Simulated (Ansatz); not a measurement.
## Bi(BH4)3 in a box, plane waves

Ansatz 0.2.0, DFT PBE, scalar-relativistic, plane waves, PAW, molecule in a box. The geometry was relaxed with Gaussian bases (PBE0; Bi def2-SVP with ECP60, B def2-SVP, H def2-SVP).

```yaml
crystal:
  lattice:
    - [14.22, 0.0, 0.0]
    - [0.0, 14.46, 0.0]
    - [0.0, 0.0, 10.77]
  atoms:
    - { symbol: Bi, position: [0.46235795, 0.50147856, 0.57277344] }
    - { symbol: B, position: [0.63025949, 0.50063624, 0.5062312] }
    - { symbol: H, position: [0.68327848, 0.50573582, 0.4178273] }
    - { symbol: H, position: [0.64612588, 0.440139, 0.58237883] }
    - { symbol: H, position: [0.56025949, 0.47555256, 0.43569638] }
    - { symbol: H, position: [0.61704923, 0.57819087, 0.55097307] }
    - { symbol: B, position: [0.37914909, 0.64489419, 0.50623398] }
    - { symbol: H, position: [0.34814838, 0.68749862, 0.41783008] }
    - { symbol: H, position: [0.42449297, 0.68865491, 0.58238162] }
    - { symbol: H, position: [0.4362384, 0.59782089, 0.43569824] }
    - { symbol: H, position: [0.3174564, 0.59486584, 0.55097586] }
    - { symbol: B, position: [0.37766526, 0.35890664, 0.50623305] }
    - { symbol: H, position: [0.35564557, 0.31120332, 0.41782916] }
    - { symbol: H, position: [0.3164557, 0.37564315, 0.58238069] }
    - { symbol: H, position: [0.39057454, 0.43106362, 0.43569731] }
    - { symbol: H, position: [0.45256821, 0.33137967, 0.55097307] }
basis:
  ecutwfc: 420
  ecutrho_ratio: 4
kpoints:
  mp_grid: { grid: [1, 1, 1] }
hamiltonian:
  xc: pbe
scf:
  occupations: { method: gaussian, width: 0.01 }
output:
  forces: true
  eigenvalues: true
  populations: true
```

Command:
```sh
ansatz run input.yaml --threads 2 --pin off --max-ram 5120MiB --backend cpu --events-out ev --progress --plain --runs-dir out
```
It took 5.8 s on 2 threads of Arm Neoverse V1 (shared host), peak memory 1.1 GiB.

(1) How does the SCF go?

(2) Which levels lie next to the highest filled one (eV, counted from it)?

(3) What forces are left at this geometry, relaxed with Gaussian bases (eV/Å)?

The highest of the empty levels listed lie near the vacuum level and may be states of the box.

The forces come from the other functional as well as from the basis.

Results:

(1) 
```
SCF iter   1: F=—  HF=-13053.338896 eV  |F-HF|=—  |Δ(HF+E_count)|=         —  Δρ=1.57e-3
preconditioner: auto → Resta (q_TF=auto, 1.373 Å⁻¹)  ε∞=1.2  [insulator: Δε(μ)=4.582 eV  Ē_g=10.181 eV  σ=0.010 eV  W_gap=1.00  n_
SCF iter   2: F=—  HF=-13053.328730 eV  |F-HF|=—  |Δ(HF+E_count)|=   1.02e-2  Δρ=6.89e-4
SCF iter   3: F=—  HF=-13053.335690 eV  |F-HF|=—  |Δ(HF+E_count)|=   6.96e-3  Δρ=2.50e-4
SCF iter   4: F=—  HF=-13053.338936 eV  |F-HF|=—  |Δ(HF+E_count)|=   3.25e-3  Δρ=7.06e-5
SCF iter   5: F=—  HF=-13053.339157 eV  |F-HF|=—  |Δ(HF+E_count)|=   2.21e-4  Δρ=2.92e-5
SCF iter   6: F=—  HF=-13053.339205 eV  |F-HF|=—  |Δ(HF+E_count)|=   4.77e-5  Δρ=6.77e-6
SCF iter   7: F=-13053.339205 eV  HF=-13053.339205 eV  |F-HF|=4.76e-8  |Δ(HF+E_count)|=   6.33e-7  Δρ=1.49e-6
```

(2) Filled: -4.62, -2.41, -1.76, -1.76, -1.17, -1.17, -0.74, -0.65, -0.65, 0.00. Empty: 4.49, 5.01, 5.02, 6.47, 7.52, 7.53, 7.54, 7.83.

(3) 
```
Bi   0.00  0.00  0.40
B    0.02 -0.02 -0.11
H   -0.05  0.00  0.13
H   -0.04  0.11 -0.11
H    0.17  0.02  0.01
H    0.03 -0.12 -0.06
B    0.00  0.03 -0.11
H    0.03 -0.04  0.13
H   -0.07 -0.09 -0.11
H   -0.10  0.13  0.01
H    0.09  0.08 -0.06
B   -0.03 -0.01 -0.11
H    0.02  0.05  0.13
H    0.12 -0.02 -0.11
H   -0.06 -0.16  0.01
H   -0.11  0.04 -0.06
```
